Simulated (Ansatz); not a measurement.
Reactions of CH4Cl2O3W, SMILES `C[O][W](=[O])([OH])([Cl])[Cl]`.

Calculated with Ansatz (gas phase, PBE0-D4/def2-TZVP geometries, no zero-point term in ΔE). CCSD(T)/CBS adds triple-zeta CCSD(T) − MP2 to the extrapolated MP2 energy (def2 sets, frozen cores). This one scheme is used for every species. Functionals use def2-TZVPP. B3LYP here is the variant with VWN-RPA as its local correlation; programs differ in this. Triplets are unrestricted, without spin–orbit coupling. def2 core potentials past Kr. For Ge, W outer-core shells are correlated without core-valence functions, which leaves a few kJ/mol of doubt a bond. Scalar relativity is left out up to krypton. Each species was taken in one conformer, which may not be the lowest.

```json
{"reaction": "`C[O][W](=[O])([OH])([Cl])[Cl]` + HCl → `C[O][W](=[O])([Cl])([Cl])[Cl]` + H₂O", "CCSD/CBS(def2) (kJ/mol)": "-12", "PBE-D4 (kJ/mol)": "-15", "r2SCAN-D4 (kJ/mol)": "-10", "B3LYP-D4 (kJ/mol)": "-11"}
{"reaction": "`C[O][W](=[O])([OH])([Cl])[Cl]` + `N=CO` → `C/N=C/O` + `[O]=[W]([OH])([OH])([Cl])[Cl]`", "CCSD/CBS(def2) (kJ/mol)": "-11", "PBE-D4 (kJ/mol)": "-12", "r2SCAN-D4 (kJ/mol)": "-11", "B3LYP-D4 (kJ/mol)": "-8"}
{"reaction": "`C[O][W](=[O])([OH])([Cl])[Cl]` → `[CH2]` (triplet) + `[O]=[W]([OH])([OH])([Cl])[Cl]`", "CCSD/CBS(def2) (kJ/mol)": "388", "PBE-D4 (kJ/mol)": "408", "r2SCAN-D4 (kJ/mol)": "379", "B3LYP-D4 (kJ/mol)": "399"}
{"reaction": "`C[O][W](=[O])([OH])([Cl])[Cl]` + H₂O → `[O]=[W]([OH])([OH])([Cl])[Cl]` + CH₃OH", "CCSD/CBS(def2) (kJ/mol)": "23", "PBE-D4 (kJ/mol)": "21", "r2SCAN-D4 (kJ/mol)": "20", "B3LYP-D4 (kJ/mol)": "22"}
{"reaction": "`C[O][W](=[O])([OH])([Cl])[Cl]` + `O[SiH](F)[NH][GeH3]` → `C[N]([GeH3])[SiH](O)F` + `[O]=[W]([OH])([OH])([Cl])[Cl]`", "CCSD/CBS(def2) (kJ/mol)": "5", "PBE-D4 (kJ/mol)": "3", "r2SCAN-D4 (kJ/mol)": "6", "B3LYP-D4 (kJ/mol)": "7"}
{"reaction": "`C[O][W](=[O])([OH])([Cl])[Cl]` + `O[Si](O)(F)[SiH2]F` → `[O]=[W]([OH])([F])([Cl])[Cl]` + `CO[SiH2][Si](O)(O)F`", "CCSD/CBS(def2) (kJ/mol)": "46", "PBE-D4 (kJ/mol)": "40", "r2SCAN-D4 (kJ/mol)": "40", "B3LYP-D4 (kJ/mol)": "42"}
{"reaction": "`C[O][W](=[O])([OH])([Cl])[Cl]` + H–F → `[O]=[W]([OH])([F])([Cl])[Cl]` + CH₃OH", "CCSD/CBS(def2) (kJ/mol)": "10", "PBE-D4 (kJ/mol)": "4", "r2SCAN-D4 (kJ/mol)": "1", "B3LYP-D4 (kJ/mol)": "6"}
```

(1) Give the CCSD(T)/CBS values in the same order. (Estimate.)

Largest T1 diagnostic: 0.021, for `C[O][W](=[O])([OH])([Cl])[Cl]`.

Results:

(1) Computed: -15, -9, 401, 26, 5, 50, 16 kJ/mol.
